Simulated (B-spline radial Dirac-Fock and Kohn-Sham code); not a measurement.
# Auger parameter of hafnium: the K level and its strongest K-LL line

These are calculated numbers from a radial atomic solver; the model is Dirac-Fock energy differences between relaxed states, corrected for Breit and QED terms. The modified Auger parameter α′ is the binding energy plus the kinetic energy of the Auger electron; it does not depend on the energy zero. For free ions it tends to fall with charge, since less charge screens the final holes.

```
            species           configuration  binding 1s (eV)  Auger line  kinetic (eV)   α′ (eV)
                 Hf       [Xe] 4f14 5d2 6s2          65346.6    L2L3 J=2       44798.0  110144.6
                 Hf   [Xe] 4f14 5d2 6s1 6p1          65348.0    L2L3 J=2       44796.6  110144.7
                 Hf       [Xe] 4f14 5d3 6s1          65344.3    L2L3 J=2       44801.6  110145.8
                Hf⁺       [Xe] 4f14 5d1 6s2          65357.4    L2L3 J=2       44784.8  110142.2
                Hf⁺       [Xe] 4f14 5d2 6s1          65354.4    L2L3 J=2       44788.8  110143.2
                Hf⁺           [Xe] 4f14 5d3          65351.7    L2L3 J=2       44792.6  110144.3
 Hf⁺ (Watson 1.6 Å)       [Xe] 4f14 5d1 6s2          65349.8    L2L3 J=2       44793.1  110142.8
               Hf²⁺           [Xe] 4f14 5d2          65363.3    L2L3 J=2       44778.8  110142.0
  Hf²⁺ (Watson 2 Å)           [Xe] 4f14 5d2          65349.1    L2L3 J=2       44793.1  110142.2
  Hf²⁺ (Watson 3 Å)           [Xe] 4f14 5d2          65353.7    L2L3 J=2       44788.4  110142.0
               Hf³⁺           [Xe] 4f14 5d1          65376.6    L2L3 J=2       44763.5  110140.1
Hf³⁺ (Watson 1.8 Å)           [Xe] 4f14 5d1          65352.8    L2L3 J=2       44787.4  110140.2
               Hf⁴⁺               [Xe] 4f14          65391.4    L2L3 J=2       44746.9  110138.3
Hf⁴⁺ (Watson 1.8 Å)               [Xe] 4f14          65359.4    L2L3 J=2       44778.9  110138.3
Hf⁴⁺ (Watson 2.7 Å)               [Xe] 4f14          65370.1    L2L3 J=2       44768.3  110138.3
               Hf⁵⁺               [Xe] 4f13          65417.8    L2L3 J=2       44716.3  110134.0
               Hf⁶⁺  [Kr] 4d10 4f13 5s2 5p5          65439.0    L2L3 J=2       44694.8  110133.9
               Hf⁷⁺  [Kr] 4d10 4f13 5s2 5p4          65461.2    L2L3 J=2       44672.7  110133.8
```
